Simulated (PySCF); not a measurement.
Xe⁺ (xenon, charge +1) across methods

[Kr] 4d10 5s1 5p5 6s1, high-spin 4P determinant (an excited configuration). Computed with PySCF 2.14 in dyall-av2z, with the non-relativistic Hamiltonian (point nucleus).

```json
{"method": "PBE", "E (hartree)": "-7232.94", "mean ε 5p α (eV)": "-21.491", "mean ε 5p β (eV)": "-19.709", "mean ε 6s α (eV)": "-7.106", "Σ⟨r²⟩ (bohr²)": "66.99", "⟨S²⟩": "3.750"}
{"method": "HSE06", "E (hartree)": "-7232.99", "mean ε 5p α (eV)": "-22.558", "mean ε 5p β (eV)": "-20.287", "mean ε 6s α (eV)": "-7.273", "Σ⟨r²⟩ (bohr²)": "67.22", "⟨S²⟩": "3.751"}
{"method": "LDA", "E (hartree)": "-7227.54", "mean ε 5p α (eV)": "-21.389", "mean ε 5p β (eV)": "-19.738", "mean ε 6s α (eV)": "-7.118", "Σ⟨r²⟩ (bohr²)": "65.74", "⟨S²⟩": "3.750"}
{"method": "revPBE", "E (hartree)": "-7233.17", "mean ε 5p α (eV)": "-21.502", "mean ε 5p β (eV)": "-19.684", "mean ε 6s α (eV)": "-7.084", "Σ⟨r²⟩ (bohr²)": "67.21", "⟨S²⟩": "3.750"}
{"method": "PBE0", "E (hartree)": "-7233.11", "mean ε 5p α (eV)": "-23.023", "mean ε 5p β (eV)": "-20.679", "mean ε 6s α (eV)": "-7.601", "Σ⟨r²⟩ (bohr²)": "67.25", "⟨S²⟩": "3.751"}
{"method": "UHF", "E (hartree)": "-7230.82737", "mean ε 5p α (eV)": "-26.392", "mean ε 5p β (eV)": "-21.851", "mean ε 6s α (eV)": "-8.573", "Σ⟨r²⟩ (bohr²)": "66.64", "⟨S²⟩": "3.753"}
{"method": "r2SCAN0", "E (hartree)": "-7233.54", "mean ε 5p α (eV)": "-23.479", "mean ε 5p β (eV)": "-20.885", "mean ε 6s α (eV)": "-7.711", "Σ⟨r²⟩ (bohr²)": "67.90", "⟨S²⟩": "3.752"}
```

Problem. Estimate the same row for r2SCAN.

Solution. E (hartree) = -7233.49; mean ε 5p α (eV) = -22.157; mean ε 5p β (eV) = -20.023; mean ε 6s α (eV) = -7.231; Σ⟨r²⟩ (bohr²) = 67.95; ⟨S²⟩ = 3.752.

A non-relativistic calculation at this Z misses sizeable relativistic shifts. The outer electron is Rydberg-like, and this basis confines it to a smaller radius and binds it less than a complete one would.
